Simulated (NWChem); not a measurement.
# N-methylmethanimine (C2H5N); SMILES C=NC

Results from NWChem. Coordinates come from a PBE0/def2-SVP optimisation. LC-ωPBE (HJS hole) with def2-SVP; x = 1 − exp(−ω/0.25 bohr⁻¹) is a scale chosen for this fit.

| row | x | −ε(HOMO) (eV) |
|---|---|---|
| ω = 0.10 | 0.330 | 7.07 |
| ω = 0.15 | 0.451 | withheld |
| ω = 0.25 | 0.632 | 8.80 |
| ω = 0.35 | 0.753 | 9.61 |
| ω = 0.60 | 0.909 | 10.86 |

Q: Fit a straight line of the last column on the one before it, predict the withheld value, and compare with the run.

A: 
1. Means of the 4 shown rows: x = 0.6560, y = 9.085. Slope Σ(x − x̄)(y − ȳ)/Σ(x − x̄)² = 1.164/0.1803 = 6.455; intercept 4.851.
2. The shown rows scatter about the line by 0.118 (root mean square); the largest residual is +0.14, at ω = 0.60.
3. At x = 0.451 (ω = 0.15; inside the shown range) the line gives 7.76.
4. The run gives 7.72, -0.04 from the line, 0.3 times the scatter.
